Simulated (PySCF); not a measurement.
Radial density of Cl²⁺ (chlorine, charge +2)

UHF, [Ne] 3s2 3p3, high-spin 4S determinant. Calculation: PySCF 2.14, in 6-31G* (4s3p1d, 18 functions); the non-relativistic Hamiltonian (point nucleus).

```
r (bohr)  4πr²ρ (e/bohr)  4πr²(ρα − ρβ)
 0.00170          0.1081         0.0000
 0.00285          0.2984         0.0000
 0.00480          0.7958         0.0001
 0.00808           2.003         0.0003
  0.0136           4.716         0.0008
  0.0228           9.737         0.0026
  0.0384           16.38         0.0103
  0.0646           19.59         0.0447
   0.109           15.36         0.1686
   0.183           13.95         0.4081
   0.308           19.34         0.4037
   0.517           11.37         0.0012
   0.870           3.454         1.0680
    1.46           3.709         2.1620
    2.46          0.8342         0.5697
    4.14         0.01901         0.0146
    6.97       1.348e-05         0.0000
```
